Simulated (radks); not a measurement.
The numbers below are computed, except where a source is named.
Species: Cl11+. Configuration: 1s1 2s2 2p(1/2: 2, 3/2: 1) (not the ground configuration).

Level of theory: Dirac Kohn-Sham, relativistic LDA (MacDonald-Vosko exchange, VWN5 correlation), spin-unpolarised, spherical densities, finite nucleus; Fermi nuclear charge, rms radius 3.3654 fm (a radial shooting solver on a logarithmic mesh with Libxc functionals).

Energy parts (eV):
part                      energy
total                  -7671.476
kinetic                 7714.163
electron-nucleus      -16522.974
Hartree                 1471.436
exchange-correlation    -334.101

Orbitals (lengths in bohr, moments of r in powers of bohr; <r^-3> diverges for s and p1/2):
| orbital | occ. | eigenvalue (eV) | <r^-3> |
|---|---|---|---|
| 1s1/2 | 1 | -3331.419 | - |
| 2s1/2 | 2 | -618.8099 | - |
| 2p1/2 | 2 | -579.9738 | - |
| 2p3/2 | 1 | -577.3595 | 148.2 |

The highest occupied level is 2p3/2 at -577.36 eV. The electron density at the nucleus is 2036 e/bohr^3. The density falls to 0.001 e/bohr^3 at r = 1.17 bohr. Summed over all electrons, <r^2> = 0.7940 bohr^2, which gives a Langevin (diamagnetic) susceptibility term of -0.629 x 10^-6 cm^3/mol.
